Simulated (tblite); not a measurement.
Species: C9H21O3V (singlet state).
Bonds: C1–C2, C2–C3, C2–C4, C2–O5, O5–V6, V6–C7, V6–O8 (double), V6–O9, O9–C10, C10–C11, C10–C12, C10–C13. Hydrogens: H14, H15, H16 on C1; H17, H18, H19 on C3; H20, H21, H22 on C4; H23, H24, H25 on C7; H26, H27, H28 on C11; H29, H30, H31 on C12; H32, H33, H34 on C13.

Computed with GFN2-xTB (tblite), gas phase: L-BFGS steps from a force-field or distance-geometry start until the largest atomic force falls under 0.01 eV/Å.

The end geometry, which sets the zero of energy:
```
atom  x, y, z in Å
C1     -3.1550    2.0404    0.2420
C2     -2.6464    0.6028    0.4391
C3     -2.5718    0.2554    1.9363
C4     -3.5611   -0.4017   -0.2809
O5     -1.3753    0.4738   -0.0743
V6     -0.0806   -0.4543   -0.2803
C7     -0.2960   -0.9310   -2.2662
O8     -0.2242   -1.8725    0.2373
O9      1.4230    0.1107   -0.2893
C10     2.7457   -0.0936    0.0338
C11     3.5777    1.1470   -0.3300
C12     2.8103   -0.3641    1.5477
C13     3.2458   -1.3281   -0.7341
H14    -4.1590    2.1476    0.6434
H15    -2.4931    2.7408    0.7490
H16    -3.1702    2.2848   -0.8189
H17    -2.1631   -0.7526    2.0373
H18    -3.5564    0.3033    2.3946
H19    -1.9054    0.9557    2.4418
H20    -3.1143   -1.3939   -0.1997
H21    -4.5538   -0.4064    0.1617
H22    -3.6418   -0.1374   -1.3344
H23    -0.2086   -0.0131   -2.8553
H24    -1.2712   -1.3810   -2.4579
H25     0.4744   -1.6332   -2.5888
H26     3.2017    2.0165    0.2070
H27     3.5028    1.3413   -1.3988
H28     4.6218    0.9946   -0.0707
H29     2.1542   -1.2075    1.7760
H30     2.4585    0.5127    2.0925
H31     3.8275   -0.5929    1.8561
H32     3.2411   -1.1252   -1.8042
H33     2.5677   -2.1584   -0.5307
H34     4.2546   -1.5918   -0.4271
```

Question: These geometries come from the run, each turned onto the end geometry. Order them by energy, lowest first.
A.
```
atom  x, y, z in Å
C1     -3.1132    2.0785    0.2798
C2     -2.6435    0.6214    0.4242
C3     -2.5783    0.2151    1.9070
C4     -3.5891   -0.3280   -0.3291
O5     -1.3780    0.4729   -0.0980
V6     -0.0798   -0.4601   -0.2622
C7     -0.3067   -1.0766   -2.2090
O8     -0.2073   -1.8423    0.3487
O9      1.4203    0.1155   -0.3130
C10     2.7435   -0.0736    0.0188
C11     3.5614    1.1879   -0.3049
C12     2.8002   -0.3825    1.5258
C13     3.2727   -1.2779   -0.7773
H14    -4.1082    2.2009    0.6993
H15    -2.4249    2.7425    0.8003
H16    -3.1352    2.3602   -0.7718
H17    -2.1440   -0.7855    1.9682
H18    -3.5689    0.2148    2.3542
H19    -1.9378    0.9096    2.4518
H20    -3.1957   -1.3424   -0.2520
H21    -4.5890   -0.2877    0.0948
H22    -3.6355   -0.0465   -1.3802
H23    -0.2639   -0.1995   -2.8619
H24    -1.2656   -1.5769   -2.3548
H25     0.4866   -1.7693   -2.4949
H26     3.1686    2.0384    0.2503
H27     3.4952    1.4086   -1.3691
H28     4.6047    1.0421   -0.0374
H29     2.1461   -1.2341    1.7281
H30     2.4420    0.4791    2.0910
H31     3.8158   -0.6163    1.8358
H32     3.2420   -1.0573   -1.8438
H33     2.6291   -2.1355   -0.5755
H34     4.2956   -1.5068   -0.4889
```
B.
```
atom  x, y, z in Å
C1     -3.1014    2.0813    0.2924
C2     -2.6387    0.6201    0.4242
C3     -2.5877    0.2038    1.9055
C4     -3.5791   -0.3191   -0.3483
O5     -1.3726    0.4696   -0.0945
V6     -0.0680   -0.4528   -0.2571
C7     -0.3206   -1.1114   -2.1854
O8     -0.1655   -1.8261    0.3781
O9      1.4248    0.1425   -0.3340
C10     2.7438   -0.0588    0.0078
C11     3.5732    1.1993   -0.2950
C12     2.7855   -0.3819    1.5119
C13     3.2657   -1.2623   -0.7930
H14    -4.0700    2.2144    0.7678
H15    -2.3777    2.7416    0.7695
H16    -3.1806    2.3564   -0.7584
H17    -2.1658   -0.8016    1.9695
H18    -3.5821    0.2151    2.3445
H19    -1.9429    0.8895    2.4559
H20    -3.2023   -1.3382   -0.2546
H21    -4.5913   -0.2627    0.0431
H22    -3.5897   -0.0448   -1.4027
H23    -0.2789   -0.2490   -2.8573
H24    -1.2828   -1.6109   -2.3115
H25     0.4650   -1.8146   -2.4660
H26     3.1656    2.0491    0.2503
H27     3.5391    1.4232   -1.3598
H28     4.6080    1.0509    0.0009
H29     2.1265   -1.2330    1.6981
H30     2.4259    0.4731    2.0863
H31     3.7979   -0.6228    1.8261
H32     3.2622   -1.0241   -1.8558
H33     2.5979   -2.1072   -0.6177
H34     4.2761   -1.5201   -0.4870
```
C.
```
atom  x, y, z in Å
C1     -3.0935    2.0755    0.2895
C2     -2.6454    0.6217    0.4121
C3     -2.5796    0.2006    1.9067
C4     -3.5808   -0.3160   -0.3589
O5     -1.3742    0.4673   -0.0869
V6     -0.0734   -0.4526   -0.2617
C7     -0.3194   -1.1094   -2.1913
O8     -0.1622   -1.8213    0.3780
O9      1.4293    0.1397   -0.3346
C10     2.7396   -0.0595    0.0099
C11     3.5730    1.1965   -0.2994
C12     2.7807   -0.3851    1.5114
C13     3.2611   -1.2597   -0.7866
H14    -4.0652    2.2137    0.7637
H15    -2.3797    2.7454    0.7679
H16    -3.1844    2.3561   -0.7471
H17    -2.1691   -0.7992    1.9728
H18    -3.5837    0.2134    2.3441
H19    -1.9406    0.8904    2.4590
H20    -3.1969   -1.3403   -0.2508
H21    -4.5957   -0.2612    0.0456
H22    -3.5882   -0.0442   -1.4024
H23    -0.2749   -0.2473   -2.8531
H24    -1.2897   -1.6182   -2.3091
H25     0.4646   -1.8141   -2.4637
H26     3.1621    2.0490    0.2521
H27     3.5419    1.4262   -1.3616
H28     4.6108    1.0499    0.0011
H29     2.1265   -1.2319    1.6955
H30     2.4260    0.4746    2.0893
H31     3.8025   -0.6221    1.8259
H32     3.2594   -1.0228   -1.8578
H33     2.5971   -2.1051   -0.6210
H34     4.2814   -1.5214   -0.4847
```

Answer: A (0.003 eV), B (0.006 eV), C (0.036 eV).

In the order of the answer:

```
step  E above end (eV)  largest force (eV/Å)  rms force component (eV/Å)  rms distance from end (Å)  rms bond change (Å)  bond most changed (Å)
  36             0.003                  0.02                       0.004                      0.095                0.000           V6–O9 +0.001
   5             0.006                  0.03                       0.008                      0.121                0.001           V6–O9 +0.003
   0             0.036                  0.67                       0.186                      0.122                0.007           C2–C3 +0.015
```

The cost below is that of the whole relaxation. Time: 1.7 s wall, 3.5 s CPU. Hardware: 2 threads of an Intel Xeon Platinum 8488C, shared host with 96 logical CPUs at a one-minute load of 58.
